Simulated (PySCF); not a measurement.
**Ionisation energy of Os⁵⁸⁺ by level of theory**

Os⁵⁸⁺ [Ar] → Os⁵⁹⁺ [Ne] 3s2 3p5 [3p1/2^2 3p3/2^3, M_J = 3/2], as a difference of total energies. Calculation: PySCF 2.14, in an even-tempered Gaussian basis (18 s from 18 bohr⁻², ratio 2.4; 14 p from 23 bohr⁻², ratio 2.4; 4 d from 84 bohr⁻², ratio 2.6; 4 f from 130 bohr⁻², ratio 2.6); the two-component X2C-1e Hamiltonian. Correlated levels: 1s2 frozen; the 48 highest virtual spinors dropped. "Screened" scales the spin-orbit matrix elements by Boettger's factors to mimic the two-electron term; Breit and QED terms are absent.

```tsv
method	ionisation energy (eV)
GHF (spin-free)	6235.5
GMP2 (spin-free)	6236.5
GHF (screened spin-orbit)	6119.3
GMP2 (screened spin-orbit)	6120.3
```

Breit and QED terms and the two-electron picture change are absent.

The spin-free rows lack the spin-orbit shift.

For comparison: 6115 ± 6 eV (theoretical estimate listed by NIST; NIST Atomic Spectra Database, ionization energies).
